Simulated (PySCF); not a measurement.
## Dipole polarisabilities along the second row

Calculated with PySCF 2.14 for the ground configurations, without spin-orbit coupling: coupled response for Hartree-Fock and DFT, finite fields for MP2 and CCSD(T), with B 1s2; C 1s2; N 1s2; O 1s2; F 1s2; Ne 1s2 frozen. Mean α in bohr³, C₆ of like pairs in atomic units.

```csv
species,α UHF,α PBE,α PBE0,α MP2,α CCSD(T),α recommended (Schwerdtfeger and Nagle),C₆ UHF,C₆ PBE,C₆ PBE0
"Li [He] 2s1 (x2c-TZVPPall with one added diffuse shell each of s, p type, spin-free X2C)",155.9,135.0,138.7,n/a,n/a,164.1,1304,1052,1094
"B [He] 2s2 2p1 (x2c-TZVPPall with one added diffuse shell each of s, p, d type, spin-free X2C)",22.07,23.59,22.48,19.59,20.36,20.5 ± 0.1,105.3,116.1,109.5
"C [He] 2s2 2p2 (x2c-TZVPPall with one added diffuse shell each of s, p, d type, spin-free X2C)",11.91,13.35,12.61,11.41,11.59,11.3 ± 0.4,46.08,54.42,50.56
"N [He] 2s2 2p3 (x2c-TZVPPall with one added diffuse shell each of s, p, d type, spin-free X2C)",7.141,8.158,7.697,7.125,7.191,7.4 ± 0.2,23.19,28.17,26.08
"O [He] 2s2 2p4 (x2c-TZVPPall with one added diffuse shell each of s, p, d type, spin-free X2C)",4.694,5.663,5.289,5.033,5.108,5.3 ± 0.2,13.73,17.43,16.01
"F [He] 2s2 2p5 (x2c-TZVPPall with one added diffuse shell each of s, p, d type, spin-free X2C)",3.220,3.955,3.690,3.557,3.575,3.74 ± 0.08,8.433,10.90,10.000
"Ne [Ne] (x2c-TZVPPall with one added diffuse shell each of s, p, d type, spin-free X2C)",2.310,2.836,2.653,2.587,2.568,2.661,5.444,7.035,6.475
```

Hartree-Fock lacks correlation. MP2 and CCSD(T) carry the error of the frozen core. All values carry a basis error.
